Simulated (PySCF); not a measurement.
Vertical excitations of a molecule C3H6OSi from PySCF with TDDFT-PBE0/def2-SVPD, as energy in eV (oscillator strength): 5.95 (0.000), 6.01 (0.141), 6.06 (0.005), 6.98 (0.001), 7.08 (0.000), 7.09 (0.008), 7.59 (0.032), 7.68 (0.000), 7.88 (0.026), 7.90 (0.010). Lowest triplet (TDA): 4.03 eV. Geometry optimised at PBE0-D3(BJ)/def2-SVP. Other conformers were not sampled.

Q: Which molecule gave these data?
(A) C1=C[SiH2]CO1
(B) C=C1CO[SiH2]1
(C) O=C1CC[SiH2]1
(D) C=CC(=O)[SiH3]

A: A, C1=C[SiH2]CO1
